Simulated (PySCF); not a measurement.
A series of related molecules

The calculation used TDA CAM-B3LYP/def2-SVPD excited states, vertical, gas phase (PySCF). Geometry: PBE0-D3(BJ)/def2-SVP.

Each molecule in one low-energy conformer.

**Question.** How does the vertical S1–T1 gap change along this series?
- CN(C)c1ccc(C#N)cc1 (H on C replaced by CN)
- CN(C)c1ccc(S)cc1 (H on C replaced by SH)
- C=Cc1ccc(N(C)C)cc1 (H on C replaced by vinyl)

**Answer.** 
```tsv
molecule	S1 (eV)	S1 from	f(S1)	T1 (eV)	T1 from	S1 − T1 (eV)	S0–T1 spin-orbit coupling (cm⁻¹)	S1–T1 spin-orbit coupling (cm⁻¹)
CN(C)c1ccc(C#N)cc1	4.77	HOMO→LUMO+1	0.036	3.42	HOMO→LUMO	1.35	0.00	0.04
CN(C)c1ccc(S)cc1	4.46	HOMO→LUMO	0.050	3.50	HOMO→LUMO	0.96	1.51	0.10
C=Cc1ccc(N(C)C)cc1	4.52	HOMO→LUMO / HOMO→LUMO+1	0.206	2.99	HOMO→LUMO	1.53	0.04	0.03
```
The vertical S1–T1 gap is lowest for CN(C)c1ccc(S)cc1 and highest for C=Cc1ccc(N(C)C)cc1.
